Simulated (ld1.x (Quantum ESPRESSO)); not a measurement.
# u(r) = r·R(r): atom against pseudo-atom (S (Z = 16))

Columns: radius, all-electron u(r) and pseudo u(r) of the 3s shell (level -33.29 eV) of sulfur in the configuration [Ne] 3s2 3p2.5; PBEsol, scalar-relativistic, TM scheme, ld1.x (Quantum ESPRESSO) 7.5.

```csv
r (bohr),all-electron,pseudo
0.072,0.2010,0.0270
0.145,-0.0646,0.0553
0.217,-0.3038,0.0851
0.290,-0.4193,0.1183
0.362,-0.4168,0.1550
0.435,-0.3315,0.1974
0.507,-0.1991,0.2451
0.580,-0.0424,0.3003
0.652,0.1164,0.3615
0.725,0.2698,0.4300
0.798,0.4084,0.5030
0.870,0.5273,0.5770
0.942,0.6272,0.6492
1.015,0.7093,0.7165
1.088,0.7728,0.7739
1.160,0.8186,0.8181
1.232,0.8493,0.8489
1.305,0.8668,0.8667
1.378,0.8724,0.8724
1.450,0.8681,0.8681
1.522,0.8558,0.8558
1.595,0.8366,0.8366
1.668,0.8119,0.8119
1.740,0.7835,0.7835
1.812,0.7521,0.7521
1.885,0.7181,0.7181
```

(1) How many radial nodes do the two functions have?

(2) At about which radius was the pseudo-wave matched?

(3) Where does each function peak?

(4) Is the pseudo-wave norm-conserving?

Results:

(1) The all-electron 3s function has n − l − 1 = 2; the pseudo-wave has 0, since the states of the same l below it are removed with the core.

(2) 1.45 bohr. The columns agree to 0.0005 from 1.16 bohr on; several derivatives are matched, so the curves merge somewhat inside the radius.

(3) Outermost all-electron maximum near 1.38 bohr, pseudo maximum near 1.38 bohr (to the table’s step).

(4) Yes: the TM scheme keeps the norm inside the radius equal to the all-electron one, which fixes the energy derivative of the logarithmic derivative at the level.
